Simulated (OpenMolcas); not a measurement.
Gd2+ in a point-charge field

Gd2+ among 6 point charges of -1 e arranged as a trigonal prism (D3h), 2.28 Å from the ion, with a polar angle of 52.0° against the regular 49.1°.
```
   1.7978    0.0000    1.4023  -1.00
  -0.8989    1.5569    1.4023  -1.00
  -0.8989   -1.5569    1.4023  -1.00
   1.7978    0.0000   -1.4023  -1.00
  -0.8989    1.5569   -1.4023  -1.00
  -0.8989   -1.5569   -1.4023  -1.00
```

| Item | Value |
| --- | --- |
| Program | OpenMolcas 26.06 |
| Method | CASSCF |
| Basis | ANO-RCC-VDZP [7s6p4d2f1g] |
| Scalar Hamiltonian | DKH2, point nucleus |
| Active space | 8 electrons in 7 orbitals (4f) |
| State averaging | 2S+1 = 7 even, 7 roots; 2S+1 = 5 even, 77 roots kept (CI in the orbitals of an earlier block); 2S+1 = 3 even, 26 roots kept (CI in the orbitals of an earlier block) |
| Spin-orbit coupling | state interaction with AMFI integrals over the reference wave functions |

The lowest spin-free states (labels of D3, the rotations of D3h), above the lowest:

```csv
State,Degeneracy,E (cm-1),Free-ion L (%)
7A1,1,0.0,F (100)
7A2,1,125.8,F (100)
7A2,1,676.5,F (100)
2S+1 = 7,4,731.9,F (100)
5E,2,23646,D (100)
5E,2,23842,D (100)
5A1,1,23908,D (100)
5A1,1,27023,L (100)
5A2,1,27024,L (100)
5E,2,27038,L (100)
5E,2,27093,L (100)
5E,2,27097,L (100)
5A1,1,27159,L (100)
5A2,1,27196,L (100)
5E,2,27251,L (100)
5E,2,27298,L (100)
5E,2,27300,L (100)
5A1,1,27317,L (100)
5E,2,28174,G (100)
5A1,1,28374,G (100)
```

The lowest levels with spin-orbit coupling:

```json
{"E (cm-1)": "0.0", "Degeneracy": "2", "Label": "", "2S+1": "7", "J": "6.00", "|mJ| (%)": "6 (100)", "g": "0.00 0.00 17.96"}
{"E (cm-1)": "264.5", "Degeneracy": "2", "Label": "E", "2S+1": "7", "J": "5.96", "|mJ| (%)": "5 (100)", "g": "0.00 0.00 14.58"}
{"E (cm-1)": "461.4", "Degeneracy": "2", "Label": "E", "2S+1": "7", "J": "5.96", "|mJ| (%)": "4 (100)", "g": "0.00 0.00 11.45"}
{"E (cm-1)": "567.1", "Degeneracy": "1", "Label": "A2", "2S+1": "7", "J": "5.98", "|mJ| (%)": "3 (100)", "g": ""}
{"E (cm-1)": "587.3", "Degeneracy": "1", "Label": "A1", "2S+1": "7", "J": "5.99", "|mJ| (%)": "3 (100)", "g": ""}
{"E (cm-1)": "625.6", "Degeneracy": "2", "Label": "E", "2S+1": "7", "J": "5.99", "|mJ| (%)": "2 (100)", "g": "0.00 0.00 5.83"}
{"E (cm-1)": "638.4", "Degeneracy": "2", "Label": "E", "2S+1": "7", "J": "6.00", "|mJ| (%)": "1 (100)", "g": "0.00 0.00 2.97"}
{"E (cm-1)": "640.1", "Degeneracy": "1", "Label": "A1", "2S+1": "7", "J": "6.00", "|mJ| (%)": "0 (100)", "g": ""}
{"E (cm-1)": "1920", "Degeneracy": "2", "Label": "E", "2S+1": "7", "J": "5.00", "|mJ| (%)": "4 (98)", "g": "0.00 0.00 11.60"}
{"E (cm-1)": "1938", "Degeneracy": "1", "Label": "A2", "2S+1": "7", "J": "4.96", "|mJ| (%)": "3 (100)", "g": ""}
{"E (cm-1)": "1991", "Degeneracy": "2", "Label": "E", "2S+1": "7", "J": "5.04", "|mJ| (%)": "5 (100)", "g": "0.00 0.00 15.29"}
{"E (cm-1)": "1998", "Degeneracy": "1", "Label": "A1", "2S+1": "7", "J": "4.97", "|mJ| (%)": "3 (100)", "g": ""}
{"E (cm-1)": "2087", "Degeneracy": "2", "Label": "E", "2S+1": "7", "J": "4.96", "|mJ| (%)": "2 (98)", "g": "0.00 0.00 4.90"}
{"E (cm-1)": "2195", "Degeneracy": "2", "Label": "E", "2S+1": "7", "J": "4.98", "|mJ| (%)": "1 (100)", "g": "0.00 0.00 2.45"}
{"E (cm-1)": "2237", "Degeneracy": "1", "Label": "A2", "2S+1": "7", "J": "4.99", "|mJ| (%)": "0 (100)", "g": ""}
{"E (cm-1)": "3116", "Degeneracy": "1", "Label": "A2", "2S+1": "7", "J": "4.05", "|mJ| (%)": "3 (100)", "g": ""}
{"E (cm-1)": "3125", "Degeneracy": "2", "Label": "E", "2S+1": "7", "J": "3.99", "|mJ| (%)": "2 (99)", "g": "0.00 0.00 5.45"}
{"E (cm-1)": "3152", "Degeneracy": "1", "Label": "A1", "2S+1": "7", "J": "4.03", "|mJ| (%)": "3 (100)", "g": ""}
{"E (cm-1)": "3197", "Degeneracy": "2", "Label": "E", "2S+1": "7", "J": "3.94", "|mJ| (%)": "1 (100)", "g": "0.00 0.00 2.14"}
{"E (cm-1)": "3260", "Degeneracy": "1", "Label": "A1", "2S+1": "7", "J": "3.95", "|mJ| (%)": "0 (100)", "g": ""}
```

Powder χT (cm3 K/mol): 10.1 at 2 K, 10.2 at 10 K, 10.6 at 50 K, 11 at 100 K, 11.4 at 200 K, 11.6 at 300 K. The effective moment at 300 K is 2.828 √(χT) = 9.64 μB.

Hund's rules give f8 the level 7F6 with g = 1.500, so an isolated free-ion multiplet has χT = g² J(J+1) / 8 = 11.812 cm3 K/mol. The computed 11.609 at 300 K differs by -2 %, through the field's splitting, the mixing of terms and any other multiplet in reach.

Stevens parameters of the J = 6 multiplet, which is 640 cm-1 wide (cm-1, z along the main axis): B20 = -6.021e+00, B40 = -8.991e-03, B60 = 4.004e-05, B66 = 3.020e-04.

High states are left out of the spin-orbit mixing, which shifts the levels that they would mix with. The free ion's ground configuration, as NIST lists it, lies outside this active space, so the lowest level here need not be the ground level. Point charges carry no covalency, so the field is a model and not that of real ligands. A group larger than the point group allows holds several states that coincide in this model. The first state left out of the spin-orbit step lies near 45000 cm-1 above the lowest spin-free state of the reference (among the parities and spins computed), and the lists stop at four fifths of that energy or lower. No measured value stands beside these numbers.

With an even number of electrons the g values are those of a degenerate or nearly degenerate non-Kramers pair.
